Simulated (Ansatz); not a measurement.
Relaxation of F4H3NZr (9 atoms, charge 0, multiplicity 1), to a largest force component of 0.03 eV/Å in at most 50 steps.

Computed with RKS CAM-B3LYP-D4/def2-SVP in Ansatz.

```xyz
9
Properties=species:S:1:pos:R:3
Zr -0.541 -0.059 -0.429
F -0.044 0.930 2.540
F 0.909 -1.138 0.151
F -0.197 1.787 -0.701
F -1.022 -0.772 -2.116
N -2.216 -0.331 0.902
H -2.554 -1.245 1.201
H -2.982 0.335 0.999
H -0.864 0.493 2.498
```

Problem. Where does it end, and by what steps?

Solution. It converged. After 19 steps the energy has fallen by 2.345 eV; F2 moved furthest, 1.52 Å. Parted: F2–H9 (0.93 → 2.82 Å). Joined: Zr1–F2 (3.17 → 1.92 Å), N6–H9 (2.25 → 1.02 Å).

| step | energy less start (eV) | largest force component (eV/Å) | accepted |
| --- | --- | --- | --- |
| 0 | 0.0000 | 1.495 | yes |
| 1 | -0.2334 | 1.038 | yes |
| 2 | -0.4230 | 0.657 | yes |
| 3 | -0.5268 | 0.947 | yes |
| 4 | -0.6438 | 0.524 | yes |
| 5 | -0.8253 | 1.296 | yes |
| 6 | -1.3397 | 1.314 | yes |
| 7 | -1.4595 | 4.765 | yes |
| 8 | -1.8845 | 1.939 | yes |
| 9 | -1.9993 | 0.663 | yes |
| 10 | -2.0444 | 0.909 | yes |
| 11 | -2.0716 | 0.617 | yes |
| 12 | -2.0906 | 0.193 | yes |
| 13 | -2.1105 | 0.432 | yes |
| 14 | -2.1377 | 0.752 | yes |
| 15 | -2.2430 | 0.376 | yes |
| 16 | -2.3113 | 0.195 | yes |
| 17 | -2.3374 | 0.410 | yes |
| 18 | -2.3402 | 0.136 | yes |
| 19 | -2.3451 | 0.022 | yes |

```xyz
9
Properties=species:S:1:pos:R:3
Zr -0.050 -0.084 0.088
F 0.413 -0.379 1.924
F 1.674 -0.223 -0.723
F -0.519 1.706 -0.412
F -0.967 -1.504 -0.815
N -2.256 0.099 1.125
H -2.663 -0.816 1.328
H -2.921 0.591 0.525
H -2.222 0.610 2.009
```

Whether the end is a true minimum wasn't checked by a vibrational analysis.

The run took 47 s on 4 threads of Arm Neoverse V1, on a shared host, peak memory 0.33 GiB.
